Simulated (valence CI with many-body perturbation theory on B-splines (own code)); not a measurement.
**Se XXVIII: calculated level list**

Computed by relativistic CI+MBPT: five valence electrons over a frozen Dirac-Fock core [He], a basis of 9 s, 9 p, 8 d, 6 f, 3 g, 1 h functions for each j, with the one-electron correlation potential Σ1 (screened to all orders), the two-electron term Σ2, the three-electron term Σ3, Breit, model QED; selected single and double excitations, second order for the rest, scaled by the run's own slope (own B-spline code, finite nucleus).

No measured spectrum was set against this ion. As an estimate, large intervals hold to a few tenths of a per cent, small ones and those within an open d or f shell to about a per cent. Among the levels kept, up to 4800 cm⁻¹ of a level comes from second order outside the variational space, and about a tenth of that is noise between levels of different J, which matters for small intervals.

Levels 1 to 45 of 63, with energies above the lowest level, (2s^2 2p1/2^2 2p3/2) J=3/2. "Leading %" is the weight of the configuration and term that name the level; weights of strongly mixed levels are sums over their largest components and can fall short, so below about 35 % the name and the second component can differ from the true leading terms, or belong to a minority configuration. In the jj column 3d3/2^4 stands for four electrons in 3d with j = 3/2. Lifetimes count E1, E2, E3, M1 and M2 decay at the calculated energies, and are blank where another channel may lead or the interval is too uncertain; long ones can be off by a factor of two.

| No. | Configuration | Term | J | E (eV) | Leading % | Lifetime | g | Leading jj |
| --- | --- | --- | --- | --- | --- | --- | --- | --- |
| 1 | 2s²2p³ | ⁴S° | 3/2 | 0.0 | 54 |  | 1.608 | 2s^2 2p1/2^2 2p3/2 (89 %) |
| 2 | 2s²2p³ | ²D° | 3/2 | 37.0 | 56 | 1.85 μs | 1.270 | 2s^2 2p1/2 2p3/2^2 (90 %) |
| 3 | 2s²2p³ | ²D° | 5/2 | 48.4 | 100 | 10.1 μs | 1.193 | 2s^2 2p1/2 2p3/2^2 (100 %) |
| 4 | 2s²2p³ | ²P° | 1/2 | 63.7 | 99 | 1.29 μs | 0.657 | 2s^2 2p1/2 2p3/2^2 (99 %) |
| 5 | 2s²2p³ | ²P° | 3/2 | 98.3 | 61 | 517 ns | 1.238 | 2s^2 2p3/2^3 (96 %) |
| 6 | 2s2p⁴ | ⁴P | 5/2 | 152.0 | 90 | 40.3 ps | 1.555 | 2s 2p1/2^2 2p3/2^2 (91 %) |
| 7 | 2s2p⁴ | ⁴P | 3/2 | 178.1 | 81 | 16.6 ps | 1.593 | 2s 2p1/2 2p3/2^3 (52 %) |
| 8 | 2s2p⁴ | ⁴P | 1/2 | 180.4 | 75 | 16.9 ps | 2.486 | 2s 2p1/2^2 2p3/2^2 (70 %) |
| 9 | 2s2p⁴ | ²D | 3/2 | 212.2 | 67 | 9.65 ps | 1.041 | 2s 2p1/2 2p3/2^3 (61 %) |
| 10 | 2s2p⁴ | ²D | 5/2 | 223.4 | 90 | 14.0 ps | 1.232 | 2s 2p1/2 2p3/2^3 (91 %) |
| 11 | 2s2p⁴ | ²P | 1/2 | 242.2 | 41 | 5.60 ps | 1.560 | 2s 2p1/2 2p3/2^3 (59 %) |
| 12 | 2s2p⁴ | ²P | 3/2 | 252.0 | 78 | 4.29 ps | 1.215 | 2s 2p1/2 2p3/2^3 (87 %) |
| 13 | 2s2p⁴ | ²P | 1/2 | 292.7 | 58 | 4.65 ps | 1.271 | 2s 2p3/2^4 (78 %) |
| 14 | 2p⁵ | ²P° | 3/2 | 381.0 | 98 | 4.96 ps | 1.327 | 2p1/2^2 2p3/2^3 (98 %) |
| 15 | 2p⁵ | ²P° | 1/2 | 425.3 | 99 | 4.17 ps | 0.657 | 2p1/2 2p3/2^4 (99 %) |
| 16 | 2s²2p²3s | ⁴P | 1/2 | 1653.5 | 60 | 168 fs | 2.135 | 2s^2 2p1/2^2 3s (95 %) |
| 17 | 2s²2p²3s | ⁴P | 3/2 | 1688.8 | 90 | 216 fs | 1.691 | 2s^2 2p1/2 2p3/2 3s (98 %) |
| 18 | 2s²2p²3p | ⁴D° | 1/2 | 1689.1 | 46 | 14.9 ps | 0.677 | 2s^2 2p1/2^2 3p1/2 (95 %) |
| 19 | 2s²2p²3s | ²P | 1/2 | 1693.3 | 72 | 98.9 fs | 1.209 | 2s^2 2p1/2 2p3/2 3s (98 %) |
| 20 | 2s²2p²3s | ⁴P | 5/2 | 1698.3 | 54 | 175 fs | 1.416 | 2s^2 2p1/2 2p3/2 3s (94 %) |
| 21 | 2s²2p²3s | ²D | 3/2 | 1702.0 | 51 | 103 fs | 1.059 | 2s^2 2p1/2 2p3/2 3s (97 %) |
| 22 | 2s²2p²3p | ⁴D° | 3/2 | 1705.6 | 35 | 9.33 ps | 1.344 | 2s^2 2p1/2^2 3p3/2 (89 %) |
| 23 | 2s²2p²3p | ⁴P° | 1/2 | 1724.0 | 35 | 16.0 ps | 1.596 | 2s^2 2p1/2 2p3/2 3p1/2 (96 %) |
| 24 | 2s²2p²3p | ⁴D° | 3/2 | 1728.1 | 49 | 15.9 ps | 1.168 | 2s^2 2p1/2 2p3/2 3p1/2 (94 %) |
| 25 | 2s²2p²3p | ⁴D° | 5/2 | 1734.7 | 39 | 18.5 ps | 1.186 | 2s^2 2p1/2 2p3/2 3p1/2 (88 %) |
| 26 | 2s²2p²3p | ⁴D° | 5/2 | 1738.2 | 39 | 10.2 ps | 1.427 | 2s^2 2p1/2 2p3/2 3p3/2 (93 %) |
| 27 | 2s²2p²3p | ⁴P° | 1/2 | 1740.2 | 48 | 9.94 ps | 1.919 | 2s^2 2p1/2 2p3/2 3p3/2 (94 %) |
| 28 | 2s²2p²3s | ²D | 5/2 | 1742.3 | 54 | 148 fs | 1.373 | 2s^2 2p3/2^2 3s (93 %) |
| 29 | 2s²2p²3p | ²D° | 3/2 | 1743.1 | 51 | 3.73 ps | 1.260 | 2s^2 2p1/2 2p3/2 3p3/2 (87 %) |
| 30 | 2s²2p²3d | ⁴F | 3/2 | 1744.6 | 42 | 114 fs | 0.772 | 2s^2 2p1/2^2 3d3/2 (89 %) |
| 31 | 2s²2p²3s | ²D | 3/2 | 1745.6 | 44 | 111 fs | 1.077 | 2s^2 2p3/2^2 3s (90 %) |
| 32 | 2s²2p²3p | ⁴S° | 3/2 | 1747.3 | 33 | 1.81 ps | 1.582 | 2s^2 2p1/2 2p3/2 3p1/2 (67 %) |
| 33 | 2s²2p²3p | ⁴D° | 7/2 | 1747.6 | 57 | 21.8 ps | 1.302 | 2s^2 2p1/2 2p3/2 3p3/2 (93 %) |
| 34 | 2s²2p²3d | ⁴F | 5/2 | 1752.3 | 27 | 35.3 fs | 1.197 | 2s^2 2p1/2^2 3d5/2 (91 %) |
| 35 | 2s²2p²3p | ²P° | 3/2 | 1752.6 | 54 | 3.19 ps | 1.245 | 2s^2 2p1/2 2p3/2 3p3/2 (78 %) |
| 36 | 2s²2p²3p | ²D° | 5/2 | 1757.1 | 36 | 5.42 ps | 1.181 | 2s^2 2p1/2 2p3/2 3p3/2 (84 %) |
| 37 | 2s²2p²3p | ²P° | 1/2 | 1764.2 | 77 | 2.93 ps | 0.762 | 2s^2 2p1/2 2p3/2 3p3/2 (85 %) |
| 38 | 2s²2p²3s | ²S | 1/2 | 1765.9 | 77 | 127 fs | 1.980 | 2s^2 2p3/2^2 3s (94 %) |
| 39 | 2s2p³3s | ⁶S° | 5/2 | 1776.3 | 81 | 1.35 ps | 1.901 | 2s 2p1/2^2 2p3/2 3s (59 %) |
| 40 | 2s²2p²3d | ⁴F | 3/2 | 1780.7 | 39 | 68.7 fs | 0.959 | 2s^2 2p1/2 2p3/2 3d3/2 (94 %) |
| 41 | 2s²2p²3d | ⁴F | 5/2 | 1782.1 | 54 | 124 fs | 1.001 | 2s^2 2p1/2 2p3/2 3d3/2 (91 %) |
| 42 | 2s²2p²3d | ⁴D | 1/2 | 1782.5 | 80 | 146 fs | 0.202 | 2s^2 2p1/2 2p3/2 3d3/2 (98 %) |
| 43 | 2s²2p²3d | ⁴F | 7/2 | 1783.2 | 60 | 618 fs | 1.285 | 2s^2 2p1/2 2p3/2 3d5/2 (94 %) |
| 44 | 2s²2p²3p | ²P° | 3/2 | 1784.3 | 27 | 883 fs | 1.362 | 2s^2 2p3/2^2 3p1/2 (80 %) |
| 45 | 2s²2p²3p | ²D° | 5/2 | 1788.5 | 60 | 7.02 ps | 1.198 | 2s^2 2p3/2^2 3p1/2 (84 %) |

Where two levels of one J and parity lie close, their mixing, g and order are uncertain.

The ionisation energy to 2s²2p² ³P0 of the next ion comes out as 2963.2 eV (NIST: 2964 ± 22 eV (semi-empirical)). All 63 levels together are meant to be complete up to 1815.4 eV.
